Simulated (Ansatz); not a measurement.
Geometry optimisation, DFT PBE, scalar-relativistic, plane waves, PAW in Ansatz.

The input (input.yaml):

```yaml
accuracy: low
crystal:
  lattice:
    - [6.92, 0.0, 0.0]
    - [-5.19, 8.989344, 0.0]
    - [0.0, 0.0, 5.53254]
  atoms:
    - { symbol: Tl, position: [0.0, 0.0, 0.0] }
    - { symbol: Tl, position: [0.1666667, 0.2222222, 0.5] }
    - { symbol: Tl, position: [0.0, 0.3333333, 0.0] }
    - { symbol: Tl, position: [0.1666667, 0.5555556, 0.5] }
    - { symbol: Tl, position: [0.0, 0.6666667, 0.0] }
    - { symbol: Tl, position: [0.1666667, 0.8888889, 0.5] }
    - { symbol: Tl, position: [0.5, 0.0, 0.0] }
    - { symbol: Tl, position: [0.6666667, 0.2222222, 0.5] }
    - { symbol: Tl, position: [0.5, 0.3333333, 0.0] }
    - { symbol: Tl, position: [0.6666667, 0.5555556, 0.5] }
    - { symbol: Tl, position: [0.5, 0.6666667, 0.0] }
    - { symbol: Tl, position: [0.6666667, 0.8888889, 0.5] }
    - { symbol: F, position: [0.8437243, 0.4531575, 0.2530084] }
basis:
  ecutwfc: 420.0
kpoints:
  mp_grid: { grid: [3, 2, 3] }
hamiltonian:
  xc: pbe
scf:
  occupations: { method: fermi_dirac, width: 0.1 }
  lower_state_search: "off"
relax:
  f_tol: 0.08
  max_steps: 25
  adjacent_minimum: "off"
output:
  write_density: true
  write_potential: true
  elf: true
  volumetric_format: npy
```

Run as:

```bash
$ ansatz run input.yaml --threads 4 --pin off --max-ram 10240MiB --backend cpu --events-out ev --progress --plain --runs-dir out
```

Problem. Where does it end, and by what steps?

Solution. It converged. The threshold is loose, so the end isn't yet a minimum. The force dipped under the threshold on the way, but the program's further checks kept it going. Limits of this set-up: coarse k mesh, odd electron count without spin, low accuracy level. After 4 steps the energy has fallen by 0.692 eV; Tl5 moved furthest, 0.23 Å.

```tsv
step	energy less start (eV)	largest force component (eV/Å)	accepted
0	0.0000	1.249	yes
1	-0.6071	0.311	yes
2	-0.6694	0.148	yes
3	-0.6767	0.079	yes
4	-0.6918	0.037	yes
```

```xyz
13
Lattice="6.9200 0.0000 0.0000 -5.1900 8.9893 0.0000 0.0000 0.0000 5.5325" Properties=species:S:1:pos:R:3
Tl -0.012 -0.014 -0.065
Tl -0.019 2.016 2.575
Tl -1.667 2.899 -0.183
Tl -1.634 5.071 2.931
Tl -3.425 6.201 -0.086
Tl -3.513 7.954 2.673
Tl 3.512 0.023 0.075
Tl 3.383 1.798 2.838
Tl 1.664 2.953 -0.121
Tl 1.664 5.065 2.932
Tl 0.005 5.985 0.207
Tl 0.025 8.029 2.826
F 3.504 4.037 1.396
```

The run took 49 s on 4 threads of Arm Neoverse V1, with other jobs on the host, peak memory 1.1 GiB.
